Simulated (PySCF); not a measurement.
How methods differ on the ionisation energy of W²⁺

W²⁺ [Xe] 4f14 5d4 (5D) → W³⁺ [Xe] 4f14 5d3 (4F), as a difference of total energies. All numbers are calculated (PySCF 2.14, scalar relativity through the core potential, in aug-cc-pVQZ-PP with ECP60MDF). Correlated levels: valence: 5s2 5p6 frozen. The calculations carry no spin-orbit coupling.

```csv
method,ionisation energy (eV)
UHF,24.747
LDA,26.297
PBE,26.059
PBE0,25.944
r2SCAN,25.830
MN15,25.860
BHandHLYP,25.544
TPSSh,25.696
MP2 (valence),25.265
SCS-MP2 (valence),24.919
```

How much does correlation contribute at MP2 (valence)?

25.265 − (24.747) = 0.518 eV, measured against UHF.

The reference lies between the lowest fine-structure levels, while these numbers refer to the centres of the terms.

For comparison: 26 ± 0.4 eV (semi-empirical (NIST evaluation); NIST Atomic Spectra Database, ionization energies).
